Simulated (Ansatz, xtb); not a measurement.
## Two structures of CH3GaO

Structure I: `C[O][Ga]`, a singlet. Structure II: a singlet given by its coordinates. Both are isolated molecules in the gas phase, relaxed with PBE-D3(BJ)/def2-SVP.

I (Å):

```
atom    x (Å)    y (Å)    z (Å)
   C   0.9201  -0.2387   0.4186
  Ga  -1.6394   0.3820  -1.3942
   O  -0.1938   0.0311  -0.3702
   H   1.8045  -0.5202  -0.2005
   H   1.2144   0.6458   1.0316
   H   0.7300  -1.0812   1.1249
```

II (Å):

```xyz
6

C    -0.7967   -0.0823   -0.6976
Ga    0.7254   -0.0090    0.5086
O     2.0281    0.0537    1.5410
H    -1.7275   -0.1898   -0.1086
H    -0.6860   -0.9491   -1.3768
H    -0.8401    0.8505   -1.2917
```

Close contacts (Å): C1–Ga2 1.94, Ga2–O3 1.66, C1–H4 1.11, C1–H5 1.11, C1–H6 1.11.

Quicker runs give these differences E(II) − E(I): GFN2-xTB +2.267 eV; HF/STO-3G −0.408 eV (at GFN2-xTB geometries); r2SCAN-D4/def2-SVP +1.063 eV (at GFN2-xTB geometries).

Task: Estimate which is lower in electronic energy at CCSD(T)/def2-TZVPP, and by roughly how much.

Result: The CCSD(T)/def2-TZVPP calculation puts structure I lower, by 0.747 eV.

Level by level:

| level | geometry | E(II) − E(I) (eV) | departure from the last row (eV) | job, with rough time for the two |
| --- | --- | --- | --- | --- |
| GFN2-xTB | GFN2-xTB | +2.267 | +1.520 | optimisation, 0.41 s |
| HF/STO-3G | GFN2-xTB | −0.408 | −1.155 | single point, 9.7 s |
| r2SCAN-D4/def2-SVP | GFN2-xTB | +1.063 | +0.317 | single point, 6.2 s |
| PBE-D3(BJ)/def2-SVP | PBE-D3(BJ)/def2-SVP | +0.974 | +0.227 | optimisation, 24 s |
| HF/def2-TZVPP | PBE-D3(BJ)/def2-SVP | +1.666 | +0.919 | part of the CCSD(T) run |
| MP2/def2-TZVPP | PBE-D3(BJ)/def2-SVP | +0.437 | −0.310 | part of the CCSD(T) run |
| CCSD(T)/def2-TZVPP | PBE-D3(BJ)/def2-SVP | +0.747 |  | single point, 2.3 min |

HF/STO-3G puts the two in the other order. The largest departure from CCSD(T)/def2-TZVPP is that of GFN2-xTB, 1.520 eV.

With harmonic frequencies from PBE-D3(BJ)/def2-SVP (ideal gas, rigid rotor, one conformer each, 298.15 K, 1 atm): on the last row, ΔE + ΔZPE = +0.702, ΔH = +0.695, ΔG = +0.751 eV.

The T1 diagnostic of structure II is large, so the coupled-cluster value is less sure. The correlated steps freeze 11 core orbitals; the filled d shell of Ga is correlated, in a basis made for valence electrons. Codes used: Ansatz 0.2.0, xtb 6.7.1; the last row on 1 thread of Intel(R) Xeon(R) Processor @ 2.50GHz (Skylake/Cascade Lake) on a shared host.
